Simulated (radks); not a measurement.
Neutral selenium inside a hard spherical wall (all orbitals vanish at R), configuration held at [Ar] 3d10 4s2 4p4 and not refilled when levels cross. Calculated with a radial shooting solver on a logarithmic mesh with Libxc functionals: non-relativistic Kohn-Sham, PBEsol, spin-polarised, spherical densities, point nucleus; open shells are filled with parallel spins first. Eigenvalues in eV for spin up, with the zero of energy where the potential of the charges vanishes at infinity; a dash marks a level that is unbound or too diffuse for the functional's potential to be trusted. A positive occupied level is held by the wall or, in an anion where self-interaction has pushed it up, behind a barrier. The pressure on the wall is -dE/dV.

R (bohr),E (hartree),kinetic (hartree),e(3p),e(3d),e(4s),e(4p),"e(5s, empty)","e(5p, empty)",pressure (GPa)
free,-2399.57217,2397.951,-151.10,-54.429,-17.334,-7.135,-,-,0
15,-2399.57217,2397.951,-151.10,-54.429,-17.334,-7.135,-0.402,-,< 0.0001
12,-2399.57217,2397.951,-151.10,-54.429,-17.334,-7.135,-0.253,1.092,< 0.0001
8,-2399.57120,2397.961,-151.03,-54.355,-17.273,-7.077,1.023,3.570,0.0494
6,-2399.55635,2398.067,-150.41,-53.746,-16.812,-6.599,4.543,8.931,1.45
4,-2399.27242,2399.497,-145.36,-48.758,-13.102,-2.220,23.474,32.357,68.1
2.5,-2395.87888,2411.380,-124.18,-28.003,9.572,25.092,116.07,132.19,2580
1.5,-2366.81617,2495.995,-57.145,41.627,152.42,179.15,527.62,542.19,90900
